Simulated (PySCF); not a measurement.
Sn(OH)3 (H3O3Sn), SMILES [OH][Sn]([OH])[OH], multiplicity 2.

Geometry optimised at B3LYP-D3(BJ)/def2-SVP. The spin state was assumed, not searched. The isomer is the one that the SMILES or the coordinates give; other isomers of the formula were not compared. The def2 effective core potentials stand for the cores of Sn; spin–orbit coupling is left out. One conformer was computed; it need not be the lowest.

Computed with B3LYP-D3(BJ)/def2-SVP (PySCF).

Frequencies are harmonic and unscaled.

Modes within 1.5 cm⁻¹ of each other (mostly degenerate sets) share a row, with their intensities summed.

Question: Estimate the vibrational spectrum. (The exact figures need the calculation; the answer reports its results.)

Answer: 
```csv
mode,ν (cm⁻¹),IR (km/mol),moving atoms (share of kinetic energy)
1–2,69,67.5,"O 48 %, H 47 %"
3,107,167.1,H 96 %
4,187,82.3,"O 77 %, Sn 20 %"
5–6,205,22.8,"H 55 %, O 42 %"
7,553,15.2,O 91 %
8–9,567,145.0,"O 83 %, Sn 15 %"
10,791,48.2,H 94 %
11–12,812,162.3,H 92 %
13–14,3792,191.9,H 94 %
15,3794,17.2,H 94 %
```
